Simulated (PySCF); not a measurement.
**N⁺ (nitrogen, charge +1) across methods**

[He] 2s2 2p2, high-spin 3P determinant. All numbers are calculated (PySCF 2.14, no relativity, point nucleus, in cc-pV5Z).

```tsv
method	E (hartree)	mean ε 2s α (eV)	mean ε 2s β (eV)	mean ε 2p α (eV)	Σ⟨r²⟩ (bohr²)	⟨S²⟩
PBEsol	-53.7848	-33.407	-29.893	-21.909	7.865	2.002
PBE	-53.9941	-33.540	-30.064	-22.025	7.848	2.002
CAM-B3LYP	-54.0453	-37.791	-33.499	-25.805	7.841	2.003
UHF	-53.89386	-44.160	-35.534	-30.384	7.751	2.007
r2SCAN	-54.0393	-34.658	-30.225	-22.802	7.771	2.004
M06	-54.0372	-35.825	-31.969	-23.865	7.774	2.002
MN15	-54.0168	-36.525	-32.785	-24.898	7.819	2.001
PBE0	-54.0061	-36.364	-31.817	-24.245	7.798	2.003
```

Estimate the same row for LDA.

E (hartree) = -53.5850; mean ε 2s α (eV) = -33.373; mean ε 2s β (eV) = -29.977; mean ε 2p α (eV) = -22.011; Σ⟨r²⟩ (bohr²) = 7.889; ⟨S²⟩ = 2.002.
